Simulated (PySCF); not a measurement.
gallium atom (Ga), doublet. Base run: SCAN/def2-TZVP run with PySCF.

PySCF was given this input:
```python
from pyscf import gto, scf, dft

mol = gto.Mole()
mol.atom = '''
    Ga    0.00000000    0.00000000    0.00000000
'''
mol.basis = 'def2-tzvp'
mol.spin = 1
mol.verbose = 4
mol.build()

mf = dft.UKS(mol)
mf.xc = 'scan'
mf.kernel()
```

The base run was repeated with changes; each row names its change, and settings that it needs were set with it.

| change | ΔE vs base (µEh) | grid points | electrons on the grid | outcome |
|---|---|---|---|---|
| base | 0.0 | 20904 | 31.00000 | converged |
| grids.atom_grid = (150, 974) | 3462 | 71704 | 31.00000 | converged |
| grids.radi_method = mura_knowles | 8117 | 18744 | 31.00000 | converged |
| grids.atom_grid = (99, 590) | 1791 | 28896 | 31.00000 | converged |
| grids.prune = dft.gen_grid.treutler_prune | 10.4 | 20704 | 31.00000 | converged |
| grids.prune = off | -11.9 | 39064 | 31.00000 | converged |
| grids.level = 4 | -1824 | 30384 | 31.00000 | converged |
| grids.level = 2 | -5777 | 13296 | 31.00000 | converged |
| grids.atom_grid = (50, 194) | - | - | - | not converged |
| grids.becke_scheme = stratmann | 0.0 | 20904 | 31.00000 | converged |
| grids.prune = dft.gen_grid.sg1_prune | - | - | - | input refused |

Open shells are given as the SCF converged; they aren't shown to be the lowest states, and a large step between rows can be another state.

- grids.prune = dft.gen_grid.sg1_prune: ended with `IndexError: index 31 is out of bounds for axis 0 with size 19`
